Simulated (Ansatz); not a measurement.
Consider the isomerisation: `BC(=C)BO` → `BBC(C)=O`.

Gas-phase electronic energies from Ansatz, PBE0-D4/def2-TZVP geometries. CBS: MP2 limit from def2 TZ/QZ plus the TZ coupled-cluster correction, frozen cores. One conformer a species, not always the lowest.

| species | CCSD(T)/CBS(def2) energy (Eh) |
| --- | --- |
| `BC(=C)BO` | -204.49135 |
| `BBC(C)=O` | -204.41066 |

Q: Work out ΔE.

A: ΔE = (-204.41066) − (-204.49135) = 0.08069 Eh = +2.20 eV.

Largest T1 diagnostic among the species: 0.019.

From PBE to PBE0 (25 % exact exchange), in def2-TZVPP and without D4, ΔE moves by +0.18 eV. Leaving LDA and LC-ωPBE aside and taking each functional with its dispersion term where it has one, the values, not all of them listed here, spread over 0.40 eV, from revPBE-D4 to BHLYP-D4. LDA lies +0.15 eV from PBE without D4.
